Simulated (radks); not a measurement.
Cd7+, configuration [Kr] 4d5 (the NIST ground configuration). Method: non-relativistic Kohn-Sham, PBEsol, spin-polarised, spherical densities, point nucleus; open shells are filled with parallel spins first (spin-orbit coupling, left out, can overturn this in heavy ions); relativity is left out, which matters for an element this heavy; computed with a radial shooting solver on a logarithmic mesh with Libxc functionals.

Unscreened Slater integrals over Kohn-Sham orbitals (eV). They are taken over the spin-up orbitals.

\begin{tabular}{lr}
integral & value \\ \hline
F0(4d,4d) & 23.551 \\
F2(4d,4d) & 12.124 \\
F4(4d,4d) & 8.1096 \\
F0(4d,4p) & 24.884 \\
F2(4d,4p) & 12.838 \\
G1(4d,4p) & 16.328 \\
G3(4d,4p) & 10.187 \\
F0(4d,4s) & 25.386 \\
G2(4d,4s) & 12.548 \\
F0(4d,3d) & 31.124 \\
F2(4d,3d) & 6.9747 \\
F4(4d,3d) & 3.2016 \\
G0(4d,3d) & 2.2611 \\
G2(4d,3d) & 2.6584 \\
G4(4d,3d) & 2.0341 \\
F0(4p,4p) & 26.502 \\
F2(4p,4p) & 14.021 \\
F0(4p,4s) & 27.114 \\
G1(4p,4s) & 18.602 \\
F0(4p,3d) & 34.146 \\
F2(4p,3d) & 8.3373 \\
G1(4p,3d) & 2.6721 \\
G3(4p,3d) & 2.6152 \\
F0(4s,4s) & 27.780 \\
F0(4s,3d) & 35.414 \\
G2(4s,3d) & 2.8346 \\
F0(3d,3d) & 74.034 \\
F2(3d,3d) & 36.994 \\
F4(3d,3d) & 23.624 \\
\end{tabular}

Derived for the open shells (J is the average intra-shell exchange parameter used in DFT+U). 4d: Racah B = F2/49 - 5 F4/441 = 0.1555 eV, C = 35 F4/441 = 0.6436 eV, C/B = 4.14, F4/F2 = 0.669, J = (F2 + F4)/14 = 1.445 eV.
